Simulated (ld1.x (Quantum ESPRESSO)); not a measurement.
An all-electron radial function and its pseudo partner (neon (Ne))

Columns: radius, all-electron u(r) and pseudo u(r) of the 2s shell (level -55.70 eV) of neon in the configuration [He] 2s2 2p5; revPBE, scalar-relativistic, TM scheme, ld1.x (Quantum ESPRESSO) 7.5.

```csv
r (bohr),all-electron,pseudo
0.065,0.4829,-0.0888
0.130,0.3990,-0.1858
0.195,0.1123,-0.2991
0.260,-0.2117,-0.4351
0.325,-0.5027,-0.5928
0.390,-0.7356,-0.7589
0.455,-0.9060,-0.9086
0.520,-1.0189,-1.0188
0.585,-1.0832,-1.0832
0.650,-1.1089,-1.1089
0.715,-1.1049,-1.1049
0.780,-1.0791,-1.0791
0.845,-1.0379,-1.0379
0.910,-0.9864,-0.9864
0.975,-0.9285,-0.9285
1.040,-0.8672,-0.8672
1.105,-0.8048,-0.8048
1.170,-0.7428,-0.7428
1.235,-0.6825,-0.6825
1.300,-0.6247,-0.6247
1.365,-0.5699,-0.5699
1.430,-0.5184,-0.5184
1.495,-0.4704,-0.4704
1.560,-0.4258,-0.4258
1.625,-0.3848,-0.3848
1.690,-0.3472,-0.3472
```

(1) How many radial nodes do the two functions have?

(2) At about which radius was the pseudo-wave matched?

(3) Is the pseudo-wave norm-conserving?

Answers

(1) The all-electron 2s function has n − l − 1 = 1; the pseudo-wave has 0, since the states of the same l below it are removed with the core.

(2) 0.60 bohr. The columns agree to 0.0005 from 0.52 bohr on; several derivatives are matched, so the curves merge somewhat inside the radius.

(3) Yes: the TM scheme keeps the norm inside the radius equal to the all-electron one, which fixes the energy derivative of the logarithmic derivative at the level.
